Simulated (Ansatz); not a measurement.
Basis-set extrapolation for `C=C[SiH](O)Cl` (PBE0-D4/def2-TZVP geometry, frozen core, Ansatz 0.2.0). Multiplicity 1, RHF reference.

```tsv
	def2-TZVPP	def2-QZVPP
HF	-902.126942	-902.156118
MP2 correlation	-0.868472	-0.938452
CCSD(T) correlation	-0.951677	not run
```

Energies in hartree. Use E(X) = E(∞) + A·exp(−7.88·√X) for Hartree–Fock and E(X) = E(∞) + B·X^(−2.97) for correlation, with X = 3 and 4, and add CCSD(T) minus MP2 of the smaller set to the MP2 limit.

Task: What is the CCSD(T) energy at the basis-set limit?

Result: HF limit: -902.156118 + (-0.029176) × 0.13774 = -902.16014. MP2 limit: -0.938452 + (-0.069980) × 0.74074 = -0.99029. Higher-order term: -0.951677 − (-0.868472) = -0.08320. Total: -903.23363 hartree, 407.0 kJ/mol below CCSD(T)/def2-TZVPP.
